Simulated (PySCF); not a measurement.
Species: C₅H₁₂Si₂.
Cartesian coordinates in Å at the GFN2-xTB level; atoms count from 1:
```
atom  x, y, z in Å
C1    -2.6728    1.6270   -0.0987
C2    -2.1195    0.4413    0.0711
C3    -1.1950   -0.2100   -0.9095
C4     0.1694   -0.3848   -0.2830
Si5    0.2881   -1.6431    1.1234
C6     1.1976    0.3534   -0.7052
Si7    2.9613    0.3299   -0.0596
H8    -3.3223    2.0671    0.6390
H9    -2.5051    2.2089   -0.9905
H10   -2.2961   -0.1229    0.9783
H11   -1.1279    0.3972   -1.8161
H12   -1.5940   -1.1933   -1.1788
H13   -0.8540   -2.5603    1.0204
H14    1.5298   -2.4096    1.0119
H15    0.2306   -0.9550    2.4171
H16    1.0092    1.0546   -1.5163
H17    3.6654   -0.8663   -0.5350
H18    2.9831    0.3552    1.4052
H19    3.6424    1.5198   -0.5809
```

Computed with PySCF, TDDFT PBE0/def2-SVPD, vertical, gas phase, core orbitals frozen in the response.

Each state is given a Gaussian of 0.5 eV full width at half maximum, with ε(max) = 2.175×10⁸ f / Δν̃ (Δν̃ the width in cm⁻¹). The cross-section is σ = 3.8235×10⁻²¹ ε cm², given in Mb (10⁻¹⁸ cm²). The width is an assumption, not a result. The curve ends short of the highest state used, and states not computed would add to its high-energy end.

```csv
λ (nm),σ (Mb)
188.4,6.74
189.8,7.81
191.2,9.88
192.6,13.04
194.0,17.32
195.4,22.63
196.8,28.74
198.2,35.27
199.6,41.75
201.0,47.64
202.4,52.42
203.8,55.66
205.2,57.08
206.6,56.62
208.0,54.38
209.4,50.66
210.8,45.85
212.2,40.43
213.6,34.84
215.0,29.46
216.4,24.59
217.8,20.41
219.2,17.00
220.6,14.34
222.0,12.36
223.4,10.92
224.8,9.90
226.2,9.16
227.6,8.59
229.0,8.08
230.4,7.59
231.8,7.06
233.2,6.50
234.6,5.89
236.0,5.25
237.4,4.60
238.8,3.96
240.2,3.35
241.6,2.79
243.0,2.28
244.4,1.83
245.8,1.45
247.2,1.13
248.6,0.87
250.0,0.66
251.4,0.49
252.8,0.36
254.2,0.26
255.6,0.19
257.0,0.13
258.4,0.09
259.8,0.07
261.2,0.05
262.6,0.03
264.0,0.02
265.4,0.01
```

Question: Where are the band maxima, and which computed states make them?

Answer: 206 nm (6.03 eV), ε about 15000, made up of S2 (82%) and S3 (18%) (ε in L mol⁻¹ cm⁻¹; maxima over ε = 5, shares over 10%). The states used: S1 5.42 eV (f 0.034); S2 6.00 eV (f 0.230); S3 6.17 eV (f 0.061); S4 6.73 eV (f 0.011); S5 6.81 eV (f 0.0090); S6 7.06 eV (f 0.044); S7 7.14 eV (f 0.0032); S8 7.18 eV (f 0.027).

Question: Coming from long wavelengths, where does ε first pass 100 L mol⁻¹ cm⁻¹?

Answer: At about 253 nm (4.91 eV), 0.51 eV below S1.

Question: What would ε be at 6.03 eV, the highest of these maxima, with half the width (0.25 eV)?

Answer: About 26600 L mol⁻¹ cm⁻¹ against 14900, a factor of about 1.8; a lone state at its own centre would give exactly 2.

Question: On this curve, what absorbance would a 10⁻⁴ mol/L sample give at 248 nm over a 1 cm path?

Answer: 248 nm is 4.999 eV, where ε is about 260 L mol⁻¹ cm⁻¹, so A = ε c l ≈ 0.026 (Beer–Lambert, with the gas-phase spectrum and the assumed width).

One conformer stands for the species.
